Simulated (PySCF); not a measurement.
## Electron correlation in Sn³⁹⁺ (tin, charge +39)

[Ne] 3s1, 2S determinant. Computed with PySCF 2.14 in an uncontracted even-tempered set (18 s from 6.9 bohr⁻², ratio 2.5; 12 p from 9 bohr⁻², ratio 2.5; 4 d from 33 bohr⁻², ratio 2.7; 4 f from 50 bohr⁻², ratio 2.7), with the spin-free X2C one-electron Hamiltonian (Gaussian nucleus). Frozen: 1s2; 9 electrons correlated; the 22 highest virtual orbitals of each spin left out.

```csv
level,correlation energy (mhartree)
CCSD,-332.96
(T),-0.11
CCSD(T),-333.07
```

Diagnostics: T1 = 8.5e-05, D1 = 0.0003, largest double amplitude 0.003.

Cost of the coupled-cluster step: about 27 core-seconds, for 9 correlated electrons.

Iterations:

```
CC2 = 0
CCSD nocc = (np.int64(5), np.int64(4)), nmo = (79, 79)
frozen orbitals [[0, 80, 81, 82, 83, 84, 85, 86, 87, 88, 89, 90, 91, 92, 93, 94, 95, 96, 97, 98, 99, 100, 101], [0, 80, 81, 82, 83, 84, 85, 86, 87, 88, 89, 90, 91, 92, 93, 94, 95, 96, 97, 98, 99, 100, 101]]
max_cycle = 100
direct = 0
conv_tol = 1e-08
conv_tol_normt = 1e-06
diis_space = 8
diis_start_cycle = 0
Init t2, MP2 energy = -0.331483903781754
Init E_corr(UCCSD) = -0.331483903781754
cycle = 1  E_corr(UCCSD) = -0.332899534134288  dE = -0.00141563035  norm(t1,t2) = 0.000477672
cycle = 2  E_corr(UCCSD) = -0.332956440469829  dE = -5.69063355e-05  norm(t1,t2) = 2.16475e-05
cycle = 3  E_corr(UCCSD) = -0.332957986245127  dE = -1.5457753e-06  norm(t1,t2) = 1.24273e-06
cycle = 4  E_corr(UCCSD) = -0.332957972830378  dE = 1.34147486e-08  norm(t1,t2) = 8.35585e-09
cycle = 5  E_corr(UCCSD) = -0.33295797252381  dE = 3.06568715e-10  norm(t1,t2) = 2.66793e-10
UCCSD converged
E(UCCSD) = -4815.633115593935  E_corr = -0.3329579725238096
UCCSD(T) correction = -0.000113959925002766
```

At this charge the one-electron X2C treatment keeps the bare 1/r₁₂, with no two-electron picture change or Breit term. The effect here is smaller than on the frozen 1s shell; and a scalar Hamiltonian misses the large spin-orbit splitting of the p shells, which matters for ns² → np² pairs.
